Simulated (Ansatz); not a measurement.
Harmonic frequencies (cm⁻¹) at PBE0-D4/def2-TZVP from Ansatz: 20, 64, 90, 98, 111, 258, 333, 354, 473, 516, 582, 654, 725, 728, 818, 833, 948, 957, 974, 1042, 1253, 1393, 1913, 2237, 2241, 2257, 3913.

Each molecule was computed in one conformer, which needn't be the lowest.

Which molecule is it?
A. `CB[Te][AlH2]`
B. `[SH][Al]1[CH2][SiH2]1`
C. `O[B](O[SiH3])[AlH][F]`
D. `NC(N)N`

C.
